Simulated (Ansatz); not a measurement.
A nudged elastic band was laid between two geometries of BClH4N2 + Cl (9 atoms, charge 0, multiplicity 2).

Theory: UKS PBE0-D4/def2-SVP (Ansatz).

```json
{
 "movable images": "7",
 "climbing image": "yes",
 "spring": "5.0 eV/Å²",
 "optimiser": "quadratic models (default)",
 "start path": "through a guess of the saddle point",
 "force threshold": "0.03 eV/Å",
 "iteration limit": "60",
 "end points": "relaxed"
}
```

First end point:

```xyz
9
Properties=species:S:1:pos:R:3
B 0.273 0.094 0.048
Cl 0.742 0.664 1.719
N 1.262 0.235 -0.939
H 1.121 -0.047 -1.898
H 2.173 0.624 -0.748
N -1.011 -0.429 -0.103
H -1.644 -0.482 0.688
H -1.376 -0.775 -0.978
Cl -1.539 0.116 3.061
```

Last end point:

```xyz
9
Properties=species:S:1:pos:R:3
B 0.274 0.088 0.050
Cl 0.749 0.648 1.722
N 1.260 0.238 -0.938
H 2.171 0.627 -0.748
H 1.118 -0.037 -1.900
N -1.009 -0.436 -0.102
H -1.642 -0.489 0.689
H -1.377 -0.772 -0.980
Cl -1.544 0.133 3.057
```

(1) What changes between the two ends?

(2) What energy profile does the band end with?

(3) What is the geometry of the highest image?

(4) What are the harmonic wavenumbers there?

The band took 24 iterations and roughly 17 core-minutes.

## Answers

(1) No bond is made or broken.  The two ends are copies of one structure, up to a mirror image or an exchange of like atoms.

(2) The forces met the threshold. The highest image is number 4 of 0 to 8, 0.42 eV above the ends, which have the same energy within 2 meV. A vibrational analysis at the climbing image gives one clearly imaginary mode, 322i cm⁻¹: a first-order saddle point.

```
image  path coordinate (Å)  energy (eV)
    0                 0.00         0.00
    1                 0.47         0.05
    2                 0.94         0.21
    3                 1.41         0.36
    4                 1.88         0.42
    5                 2.35         0.36
    6                 2.82         0.21
    7                 3.28         0.05
    8                 3.75         0.00
```

(3) 
```xyz
9
Properties=species:S:1:pos:R:3
B 0.242 0.029 -0.018
Cl 0.875 0.217 1.698
N 1.165 0.100 -1.130
H 1.881 -0.623 -1.105
H 1.649 0.993 -1.193
N -1.116 -0.174 -0.131
H -1.727 -0.217 0.681
H -1.547 -0.287 -1.039
Cl -1.421 -0.038 3.088
```

(4) 322i, 54, 130, 193, 328, 364, 460, 570, 599, 660, 713, 916, 989, 1120, 1440, 1572, 1611, 3568, 3570, 3646, 3723 cm⁻¹.

Time of the run: 4.5 min on 4 threads of Intel(R) Xeon(R) Platinum 8488C (Sapphire Rapids), on a shared host, peak memory 0.33 GiB.
